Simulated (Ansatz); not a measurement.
Input file for CH10BNSi2 (`CBN([SiH3])[SiH3]`):

```yaml
crystal:
  periodic: [false, false, false]
  atoms:
    - {symbol: C, position_ang: [0.513120, 1.629107, -1.488819]}
    - {symbol: B, position_ang: [-0.320237, 0.400460, -0.999823]}
    - {symbol: N, position_ang: [-0.151506, -0.315045, 0.214947]}
    - {symbol: Si, position_ang: [-1.262562, -1.658401, 0.414877]}
    - {symbol: Si, position_ang: [1.005739, -0.009061, 1.488232]}
    - {symbol: H, position_ang: [1.312529, 1.964603, -0.827709]}
    - {symbol: H, position_ang: [0.948968, 1.400146, -2.468303]}
    - {symbol: H, position_ang: [-0.161677, 2.474103, -1.669167]}
    - {symbol: H, position_ang: [-1.206832, 0.000145, -1.720253]}
    - {symbol: H, position_ang: [-2.666914, -1.182935, 0.470257]}
    - {symbol: H, position_ang: [-0.924292, -2.325282, 1.702213]}
    - {symbol: H, position_ang: [-1.114483, -2.636500, -0.690348]}
    - {symbol: H, position_ang: [1.791350, 1.213643, 1.204382]}
    - {symbol: H, position_ang: [1.929150, -1.166067, 1.621705]}
    - {symbol: H, position_ang: [0.285847, 0.160384, 2.777208]}
basis:
  gaussian: {orbitals: def2-TZVPP}
correlation: {method: ccsd_t}
output: {orbitals: {seedname: orbitals}}
```

```sh
$ ansatz run in.yaml --threads 2 --pin off --events-out ev --progress --plain --max-ram 32768MiB --backend cuda --devices 0, --max-vram 18GiB
```

Log, shortened:

```
Functional definition: HF
  name "HF"
  cite "Fock, Z. Phys. 61, 126 (1930) doi:10.1007/BF01340294"
  parent pbe
  exchange = exact_x
  correlation = 0
1809 factors; integrals over basis functions are off by at most 1.3e-3 eV
mean field evaluation 1: about -19065.6534 eV, gradient 4.3e1 eV
mean field evaluation 2: about -19065.9077 eV, gradient 4.3e1 eV
mean field evaluation 4: about -19070.8102 eV, gradient 5.4e0 eV
mean field evaluation 8: about -19070.9072 eV, gradient 2.3e-1 eV
mean field -19070.90751532 eV, -700.8429244626 hartree, gradient 5.4e-6 eV, S^2 0.000000; 0 other end points of the search recorded, 0 dependent functions left out
13 core orbitals not correlated: weight in the atoms' cores, before any rotation towards them, 1.000 or more for the frozen orbitals, at most 0.000 for the correlated occupied ones
reference -19070.90751532 eV, -700.8429244626 hartree; 15, 15 occupied and 289, 289 virtual orbitals, 1809 factors
second order -20.25584979 eV of doubles, -0.00000000 eV of singles
cycle   1  -21.39683974 eV  change    -1.1e0 eV  update   1.0e-1
cycle   2  -22.02658332 eV  change   -6.3e-1 eV  update   3.1e-2
cycle   3  -22.12462113 eV  change   -9.8e-2 eV  update   1.4e-2
cycle   4  -22.11414088 eV  change    1.0e-2 eV  update   3.9e-3
cycle   5  -22.11371858 eV  change    4.2e-4 eV  update   1.9e-3
cycle   6  -22.11369687 eV  change    2.2e-5 eV  update   5.9e-4
cycle   7  -22.11361883 eV  change    7.8e-5 eV  update   2.0e-4
cycle   8  -22.11370882 eV  change   -9.0e-5 eV  update   6.8e-5
cycle   9  -22.11372102 eV  change   -1.2e-5 eV  update   2.0e-5
perturbative correction -0.82237539 eV, -0.0302217382 hartree
Total energy: -19093.84361173 eV, -701.6858104590 hartree
```

Run time 14 s (2 threads of an AMD EPYC 7R13 on a shared host and a share of an NVIDIA H100 80 GB); peak host memory 1.3 GiB.

The correlation energy is -22.936 eV, 3.6 % of it from (T); the T1 diagnostic reads 0.0119.
